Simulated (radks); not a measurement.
Charge is removed step by step from the 3s down level of Ga, starting from [Ne] 3s(up 1, down 1) 3p6 3d10 4s2 4p1. Method: non-relativistic Kohn-Sham, PBE, spin-polarised, spherical densities, point nucleus; open shells are filled with parallel spins first; computed with a radial shooting solver on a logarithmic mesh with Libxc functionals.

| removed (e) | E - E(0) (eV) | eigenvalue (eV) | E minus straight line (eV) |
|---|---|---|---|
| 0 | 0.000 | -143.22 | 0.000 |
| 0.125 | 18.036 | -145.37 | -1.009 |
| 0.25 | 36.345 | -147.59 | -1.744 |
| 0.375 | 54.935 | -149.87 | -2.198 |
| 0.5 | 73.814 | -152.21 | -2.363 |
| 0.625 | 92.989 | -154.60 | -2.233 |
| 0.75 | 112.47 | -157.05 | -1.799 |
| 0.875 | 132.25 | -159.54 | -1.057 |
| 1 | 152.36 | -162.08 | 0.000 |

Removing the whole electron costs 152.36 eV by Delta-SCF, against 143.22 eV from minus the eigenvalue at the starting occupation. Slater's transition state (half an electron removed) gives 152.21 eV. Integrating minus the eigenvalue over the occupation (Janak's theorem) gives 152.36 eV. The mean slope of the eigenvalue, de/dn, is 18.9 eV per electron.
